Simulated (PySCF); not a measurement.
A structure optimised at r2SCAN-D4/def2-SVP, used in a PySCF frequency run:

```
W
N 1 1.7523
H 2 1.0187 1 154.92
N 1 1.7538 2 111.92 3 1.57
H 4 1.0181 1 156.04 2 -1.17
S 1 2.3537 2 103.09 3 116.66
H 6 1.3552 1 95.34 2 -157.90
Br 1 2.4538 2 109.22 3 -118.77
```
Charge 0, spin multiplicity 1.

Question: Write its SMILES and formula.

Answer: [NH]=[W](=[NH])([SH])[Br], BrH3N2SW

Question: What are its rotational constants (standard atomic weights)?

Answer: 2.3575, 0.91355, 0.80206 GHz
